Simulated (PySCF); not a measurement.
Si(OSiH3)(H)(F)(Me) (CH7FOSi2), SMILES [SiH3]O[SiH](F)C.

Coordinates come from a PBE0-D3(BJ)/def2-SVP optimisation. The values are those of a single conformer.

Calculation: PBE0-D3(BJ)/def2-SVP (PySCF 2.14.0).

Frequencies are harmonic and unscaled.

Q: Give all harmonic wavenumbers and intensities. (An estimate is asked for; the answer gives what the named calculation found.)

A: 
```tsv
mode	ν (cm⁻¹)	IR (km/mol)	Raman (Å⁴/amu)	depolarisation	moving atoms (share of kinetic energy)
1	20	1.6	0.1	0.54	H 37 %, O 18 %, F 17 %, C 14 %, Si 14 %
2	42	0.4	0.1	0.74	H 76 %, O 10 %
3	67	1.1	0.1	0.19	Si 28 %, O 28 %, H 19 %, F 19 %
4	149	0.1	0.0	–	H 96 %
5	218	1.3	0.9	0.73	H 27 %, F 23 %, C 21 %, O 19 %, Si 10 %
6	280	15.4	1.5	0.75	O 24 %, F 23 %, H 21 %, Si 18 %, C 14 %
7	346	26.2	1.1	0.75	O 31 %, Si 29 %, F 25 %, H 14 %
8	582	0.2	14.2	0.18	Si 56 %, H 19 %, O 12 %, C 10 %
9	686	4.0	9.6	0.64	H 58 %, C 26 %, Si 12 %
10	724	23.8	13.4	0.70	H 80 %, Si 10 %
11	735	43.1	9.2	0.63	H 82 %, Si 9 %
12	747	6.1	5.1	0.74	H 79 %, C 15 %
13	777	140.2	2.2	0.36	H 43 %, Si 29 %, C 21 %
14	845	18.4	6.6	0.74	H 53 %, F 35 %, Si 9 %
15	902	357.9	2.6	0.59	H 77 %, Si 13 %
16	940	103.6	11.9	0.74	H 48 %, Si 31 %, F 17 %
17	950	112.1	22.2	0.74	H 93 %
18	953	170.8	15.2	0.75	H 89 %, Si 8 %
19	997	287.8	16.0	0.75	H 78 %, Si 16 %
20	1120	444.1	1.7	0.75	O 75 %, Si 18 %
21	1273	57.1	1.4	0.36	H 76 %, C 23 %
22	1424	3.9	9.4	0.75	H 96 %
23	1425	5.3	13.4	0.74	H 96 %
24	2228	114.4	104.7	0.20	H 97 %
25	2250	114.0	139.7	0.22	H 97 %
26	2258	118.8	131.3	0.29	H 97 %
27	2293	144.2	150.1	0.16	H 97 %
28	3061	0.0	127.8	0.01	H 97 %
29	3169	1.0	63.8	0.74	H 91 %, C 9 %
30	3171	1.2	83.7	0.73	H 91 %, C 9 %
```
